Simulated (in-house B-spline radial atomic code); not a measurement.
# Ca+: [Ar] 4s1

Level of theory: Dirac-Kohn-Sham LC-wPBE, spherical fractional occupations, Fermi nucleus of rms radius 3.4776 fm; calculated with a radial B-spline atomic code at the basis-set limit.

Effective charges: Z_r = [3n² - l(l+1)]/(2<r>) from the radius, Z_e = n√(-2ε) from the energy, and Slater's rules. Values are occupation-weighted means over j.

```json
{"shell": "1s", "electrons": "2", "ε (eV)": "-3962.6", "<r> (bohr)": "0.07683", "Z_r": "19.52", "Z_e": "17.07", "Slater": "19.70"}
{"shell": "2s", "electrons": "2", "ε (eV)": "-427.8", "<r> (bohr)": "0.3642", "Z_r": "16.48", "Z_e": "11.21", "Slater": "15.85"}
{"shell": "2p", "electrons": "6", "ε (eV)": "-347.95", "<r> (bohr)": "0.3278", "Z_r": "15.25", "Z_e": "10.11", "Slater": "15.85"}
{"shell": "3s", "electrons": "2", "ε (eV)": "-60.599", "<r> (bohr)": "1.157", "Z_r": "11.66", "Z_e": "6.33", "Slater": "8.75"}
{"shell": "3p", "electrons": "6", "ε (eV)": "-40.482", "<r> (bohr)": "1.263", "Z_r": "9.90", "Z_e": "5.17", "Slater": "8.75"}
{"shell": "4s", "electrons": "1", "ε (eV)": "-8.7627", "<r> (bohr)": "3.823", "Z_r": "6.28", "Z_e": "3.21", "Slater": "3.20"}
```

The least bound orbital is 4s1/2 at -8.763 eV, and it is also the most diffuse (<r> = 3.823 bohr).

Spin-orbit splittings of the orbital energies (j = l + 1/2 above j = l - 1/2 when positive): 2p 3.686 eV, 3p 0.3963 eV.

For the 1s electron the small component carries 0.511 % of the norm, the zero-frequency Breit interaction raises the level by 3.605 eV, self-energy by 1.671 eV, and vacuum polarisation lowers it by 0.1235 eV.

Caution: exact exchange at fractional occupations of open shells leaves self-interaction of up to several eV.
